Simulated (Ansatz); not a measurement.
`[MgH][SH]` + `CNC` → `C[N](C)[MgH]` + H₂S at 600 K and 1 bar (ligand exchange at a Mg–S bond).

Isolated molecules relaxed with PBE0-D4/def2-TZVP in Ansatz; ΔE leaves out vibrations. CCSD(T)/CBS is the MP2 limit (def2-TZVPP, def2-QZVPP) plus CCSD(T) − MP2 in def2-TZVPP, frozen cores. This one scheme is used for every species. For Mg outer-core shells are correlated without core-valence functions, which leaves a few kJ/mol of doubt a bond.

```tsv
species	CCSD(T)/CBS energy (Eh)	H − E (kJ/mol)	S (J/(mol·K))
`[MgH][SH]`	-598.89578	67.9	309.0
`CNC`	-135.00321	284.6	333.5
`C[N](C)[MgH]`	-334.89311	282.1	402.7
H₂S	-398.97279	60.8	230.9
```

H − E and S are ideal-gas, rigid-rotor, harmonic terms from PBE0-D4/def2-TZVP. 1 Eh = 2625.50 kJ/mol, R = 8.31446 J/(mol·K).

Task: By hand: ΔE, ΔH, ΔS and ΔG.

Result: ΔE = (-334.89311) + (-398.97279) − (-598.89578) − (-135.00321) = 0.03309 Eh = 86.9 kJ/mol. Δ(H − E) = 282.1 + 60.8 − 67.9 − 284.6 = -9.6, so ΔH = 77.3 kJ/mol. ΔS = 402.7 + 230.9 − 309.0 − 333.5 = -8.9 J/(mol·K). ΔG = 77.3 − 600 × (-8.9)/1000 = 82.6 kJ/mol.

Task: By hand: the equilibrium constant, and the temperature at which ΔG would vanish if ΔH and ΔS stayed fixed.

Result: log₁₀ K = −ΔG/(RT ln 10) = -7.2. ΔH and −TΔS have one sign here, so there is no such temperature.

The number of gas molecules stays the same, so ΔS is small and ΔH decides. A doubt of 5 kJ/mol in ΔE shifts log₁₀ K by 0.4 here. These are equilibria of isolated gas molecules and say nothing of rates. Largest T1 diagnostic: 0.010 (customary marks: 0.02 for closed shells, 0.045 for open ones).
